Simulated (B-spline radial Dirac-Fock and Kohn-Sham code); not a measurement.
Relativistic shifts of the levels of Tc⁷⁺

System: technetium as Tc⁷⁺, configuration [Ar] 3d10 4s2 4p6.

Both columns are ΔSCF binding energies of the configuration average from a radial finite-basis atomic code: non-relativistic Hartree-Fock with a point nucleus, and Dirac-Fock with a finite nucleus and the Coulomb interaction alone, averaged over the two j levels with weights 2j+1.

```
shell  Hartree-Fock (eV)  Dirac-Fock (eV)  shift (eV)  shift (%)
   1s            20684.5          21229.1     +544.60      +2.63
   2s             3053.2           3182.0     +128.85      +4.22
   2p             2814.7           2849.1      +34.38      +1.22
   3s              648.5            673.3      +24.80      +3.82
   3p              554.9            561.5       +6.53      +1.18
   3d              383.5            378.9       -4.54      -1.18
   4s              183.2            187.7       +4.50      +2.45
   4p              150.3            151.2       +0.89      +0.60
```

Relativity binds 1s, 2s, 2p, 3s, 3p, 4s, 4p more strongly, among those listed most of all 2s in relative terms, and 3d more weakly, because the contracted s and p shells screen the nucleus better.

Values without a named source are computed, but for edge energies of neutral atoms, which are taken from tables.
